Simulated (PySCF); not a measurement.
# What a mistake does to a calculation on AlH3NOSi cation

All numbers below are calculated, not measured. The program is PySCF 2.14.0, an open-source quantum chemistry code, run on an isolated molecule that a program drew, which may never have been made. The molecule is AlH3NOSi cation (charge +1, singlet), drawn as the SMILES string `O[SiH]=[N][AlH+]`.

Each row is a Hartree-Fock (HF) and frozen-core CCSD(T) single point in the cc-pV(D+d)Z basis, meant for a local HF minimum. Run 1 is clean. Each other run has one planted mistake out of seven kinds, and not every kind appears here: one electron removed, one electron added, multiplicity raised by two, geometry at a saddle point, minimal basis STO-3G, one bond length entered in bohr, all coordinates scaled. The reference is restricted for singlets and unrestricted otherwise, and also for a bond in bohr. Adding or removing an electron swaps singlet and doublet. Electrons count all cores. HOMO and LUMO are orbital energies over both spins, the gradient is its largest component, and the lowest frequency (negative if imaginary) is given only where the gradient is small. Bond lengths are over the 6 bonds as drawn. T1 is the CCSD diagnostic: over 0.02 (restricted) or 0.045 (unrestricted) a single reference is doubtful.

Geometry of the clean run:
```xyz
7
AlH3NOSi cation, angstrom
O     1.0148   -2.9609    0.4490
Si    1.2924   -1.5106   -0.1308
N     0.2142   -0.5289   -0.7589
Al   -0.7638    0.6252   -1.4431
H     0.1743   -3.4002    0.4844
H     2.7069   -1.2138    0.0032
H    -1.6844    1.6837   -2.0757
```

```
run,electrons,basis functions,<S^2>,HOMO (eV),LUMO (eV),gradient (hartree/bohr),lowest frequency (cm^-1),mean bond (Å),longest bond (Å),T1,HF (hartree),CCSD(T) (hartree),mistake
1,44,89,0.000,-15.99,-3.26,2.2e-05,106,1.4623,1.660,0.0173,-661.74746,-662.26502,no fault
2,45,89,0.811,-4.17,1.83,4.0e-02,-,1.4623,1.660,0.0280,-661.88286,-662.42056,one electron added
3,44,31,0.000,-12.37,1.28,3.9e-02,-,1.4623,1.660,0.0267,-653.78577,-653.99971,minimal basis STO-3G
4,43,89,0.758,-24.24,-11.99,8.6e-02,-,1.4623,1.660,0.0206,-661.24712,-661.71792,one electron removed
5,44,89,2.024,-9.88,-6.02,1.1e-01,-,1.4623,1.660,0.0857,-661.58783,-662.07677,multiplicity raised by two
6,44,89,0.000,-16.54,-3.11,5.3e-02,-,1.3906,1.579,0.0151,-661.72185,-662.22828,?
```

**Which mistake was planted in run 6, and what did it cost?**

The mean and the longest bond both change by the same factor, 0.951, and the gradient is no longer small. So the mistake is: all coordinates scaled. Subtracting run 1 and multiplying by 627.51 kcal/mol a hartree, the energy moved by 16.1 kcal/mol in HF and 23.1 kcal/mol in CCSD(T).

Cautions from the logs. Run 3: T1 is over the limit, so its CCSD(T) energy is less reliable; run 5: T1 is over the limit, so its CCSD(T) energy is less reliable.
